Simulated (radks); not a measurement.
Values are calculated unless marked as measured or tabulated.
Tm IV, configuration [Xe] 4f12.

Code: a radial shooting solver on a logarithmic mesh with Libxc functionals. Model: scalar-relativistic Kohn-Sham, BP86, spin-unpolarised, spherical densities, point nucleus.

Energy parts (hartree):
total: -13567.6038
kinetic: 14749.4641
electron-nucleus: -33267.8196
Hartree: 5236.6436
exchange-correlation: -285.8918

Orbitals (lengths in bohr, moments of r in powers of bohr):
orbital,occ.,eigenvalue (hartree),<r^4>,<r>
1s,2,-2180.452,8.071e-07,0.02001
2s,2,-368.8942,0.0001248,0.08487
2p,6,-325.8305,0.00009538,0.07541
3s,2,-83.88772,0.004690,0.2209
3p,6,-70.84941,0.004969,0.2203
3d,10,-54.75675,0.003887,0.1999
4s,2,-17.52379,0.1135,0.4974
4p,6,-13.23610,0.1504,0.5278
4d,10,-7.54343,0.2323,0.5701
4f,12,-1.31712,1.449,0.7485
5s,2,-3.08665,3.957,1.207
5p,6,-2.07106,7.721,1.410

The highest occupied level is 4f at -35.841 eV. For comparison, the ionisation energy in NIST's Atomic Spectra Database is 42.41 eV (semi-empirical). In exact Kohn-Sham theory the highest level is minus the ionisation energy, but local and semilocal functionals leave it too shallow, through self-interaction and a potential that decays too fast; potentials with the right tail come closer. Summed over all electrons, <r^2> = 32.75 bohr^2, which gives a Langevin (diamagnetic) susceptibility term of -25.9 x 10^-6 cm^3/mol. The density falls to 0.001 e/bohr^3 at r = 3.09 bohr.

Beside tabulated values, note that spin-unpolarised runs miss the spin-polarisation part of the exchange energy of open shells.
